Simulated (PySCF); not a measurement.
(FSi)4O6 adamantane, F4O6Si4.
Bonds: Si1–F2, Si1–O3, Si1–O9, Si1–O13, O3–Si4, Si4–F5, Si4–O6, Si4–O14, O6–Si7, Si7–F8, Si7–O9, Si7–O10, O10–Si11, Si11–F12, Si11–O13, Si11–O14.

Definitions: NICS(0) = −σiso at the ring centroid; NICS(1) = −σiso and NICS(1)zz = −σzz at ±1 Å along the ring normal z. Level: GIAO PBE0/pcSseg-1 (PySCF, non-relativistic, gas phase) on the PBE0-D3(BJ)/def2-SVP geometry, one conformer.

Ring bond lengths (Å), with Mayer bond orders in brackets: Si1–O3 1.658 (0.92), O3–Si4 1.658 (0.92), Si4–O6 1.658 (0.92), O6–Si7 1.657 (0.92), Si7–O9 1.657 (0.92), O9–Si1 1.657 (0.92); Si1–O3 1.658 (0.92), O3–Si4 1.658 (0.92), Si4–O14 1.657 (0.92), O14–Si11 1.657 (0.92), Si11–O13 1.658 (0.92), O13–Si1 1.658 (0.92); Si1–O9 1.657 (0.92), O9–Si7 1.657 (0.92), Si7–O10 1.658 (0.92), O10–Si11 1.657 (0.92), Si11–O13 1.658 (0.92), O13–Si1 1.658 (0.92).

Question: What do the NICS probes read (ppm)?

Answer: 
```csv
ring,type,NICS(0),"NICS(1), two faces","NICS(1)zz, two faces",rms pucker (Å),"centre to ring atoms, mean (Å)"
Si1–O3–Si4–O6–Si7–O9,6-membered ring with 3 O and 3 Si,-4.2,-1.7 / -2.8,2.2 / -4.4,0.26,1.60
Si1–O3–Si4–O14–Si11–O13,6-membered ring with 3 O and 3 Si,-4.2,-1.7 / -2.8,2.2 / -4.4,0.26,1.60
Si1–O9–Si7–O10–Si11–O13,6-membered ring with 3 O and 3 Si,-4.2,-2.8 / -1.7,-4.4 / 2.2,0.26,1.60
```

Question: What do they say, and how far can they be read as aromaticity?

Answer: 
- Si1–O3–Si4–O6–Si7–O9: mean NICS(1)zz -1.1 ppm, near zero. Si1, Si4, Si7 have four or more neighbours, and the NICS criterion for π rings isn't applied. The two faces differ by 6.6 ppm, so no symmetry operation interchanges them.
- Si1–O3–Si4–O14–Si11–O13: mean NICS(1)zz -1.1 ppm, near zero. Si1, Si4, Si11 have four or more neighbours, and the NICS criterion for π rings isn't applied. The two faces differ by 6.6 ppm, so no symmetry operation interchanges them.
- Si1–O9–Si7–O10–Si11–O13: mean NICS(1)zz -1.1 ppm, near zero. Si1, Si7, Si11 have four or more neighbours, and the NICS criterion for π rings isn't applied. The two faces differ by 6.6 ppm, so no symmetry operation interchanges them.

Question: How shielded are the nuclei of the rings and their hydrogens (means over atoms taken as equivalent)?

Answer: 
```tsv
atoms	environment	σ isotropic (ppm)
Si1 (×4)	silicon bonded to F and 3 O	437.7
O3 (×6)	oxygen bonded to 2 Si	212.2
```

Question: How do the values depend on the level or the medium?

Answer: 
| level | NICS(0), Si1–O3–Si4–O6–Si7–O9 | mean NICS(1)zz, Si1–O3–Si4–O6–Si7–O9 | NICS(0), Si1–O3–Si4–O14–Si11–O13 | mean NICS(1)zz, Si1–O3–Si4–O14–Si11–O13 | NICS(0), Si1–O9–Si7–O10–Si11–O13 | mean NICS(1)zz, Si1–O9–Si7–O10–Si11–O13 |
| --- | --- | --- | --- | --- | --- | --- |
| PBE0/pcSseg-1, gas | -4.2 | -1.1 | -4.2 | -1.1 | -4.2 | -1.1 |
| wB97X-D/pcSseg-1, gas | -4.1 | -1.0 | -4.1 | -1.0 | -4.1 | -1.0 |

The geometry is the same throughout.

The run took 73 s wall, 2.8 min CPU (grids of density and orbitals included) on an Intel Xeon Platinum 8259CL at 2.50 GHz with 2 threads, shared host with 96 logical CPUs at a one-minute load of 39, and the process peaked at 2.3 GiB of memory. This is the whole shielding run at PBE0/pcSseg-1, SCF included.
